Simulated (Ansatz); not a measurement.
A run of Ansatz (development build ahead of 0.2.0) on quintet CrSiS at this shape:

```xyz
3

Cr    0.0000    0.0000    0.0000
Si    0.0000    1.8840    1.3192
S     0.0000   -1.8388    1.2876
```

Its results:

```yaml
Converged: yes
Total_energy: -1729.72964 hartree
Spin_squared_of_the_determinant: 7.810
Stability_test: minimum
```

Which input gives this output? Name the method, the orbitals and the basis set, and write the input.

UHF in pcseg-2.

```yaml
crystal:
  periodic: [false, false, false]
  atoms:
    - { symbol: Cr, position_ang: [0.0, 0.0, 0.0] }
    - { symbol: Si, position_ang: [0.0, 1.884, 1.3192] }
    - { symbol: S, position_ang: [0.0, -1.8388, 1.2876] }
basis:
  gaussian: { orbitals: pcseg-2 }
magnetization:
  spin_polarized: true
  initial_magnetization: 4
hamiltonian:
  xc: hf
```

Caution: another spin multiplicity may lie lower; the unrestricted determinant is a mixture of spin states.
